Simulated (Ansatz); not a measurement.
`CB1OC1C` → `BCC1CO1`  (isomerisation)

Program: Ansatz. Geometries: PBE0-D4/def2-TZVP. ΔE: electronic, gas phase. CCSD(T)/CBS adds triple-zeta CCSD(T) − MP2 to the extrapolated MP2 energy (def2 sets, frozen cores). DFT in def2-TZVPP. B3LYP here is the variant with VWN-RPA as its local correlation; programs differ in this. Each species was taken in one conformer, which may not be the lowest.

Q: Is it downhill or uphill in electronic energy at CCSD(T)/CBS, and by how much? (Estimate.)

A: The calculation gave: Uphill: ΔE = +2.28 eV.

Q: What do these levels give: PBE-D4, B3LYP-D4, ωB97X-V, ωB97M-V, B2PLYP, r2SCAN, MP2/def2-TZVPP, SCS-MP2/def2-TZVPP, CCSD(T)/def2-TZVPP, HF/def2-QZVPP, MP2/def2-QZVPP, SCS-MP2/def2-QZVPP? (Best estimate.)

A: Ansatz gave: PBE-D4 2.33, B3LYP-D4 2.30, ωB97X-V 2.20, ωB97M-V 2.29, B2PLYP 2.32, r2SCAN 2.35, MP2/def2-TZVPP 2.31, SCS-MP2/def2-TZVPP 2.24, CCSD(T)/def2-TZVPP 2.27, HF/def2-QZVPP 2.08, MP2/def2-QZVPP 2.32, SCS-MP2/def2-QZVPP 2.25 eV.

Largest T1 diagnostic among the species: 0.013.

From PBE to PBE0 (25 % exact exchange), in def2-TZVPP and without D4, ΔE moves by −0.05 eV. In def2-TZVPP, CCSD(T) changes the Hartree–Fock value by +0.19 eV (the triples alone add +0.03 eV) and MP2 by +0.23 eV.
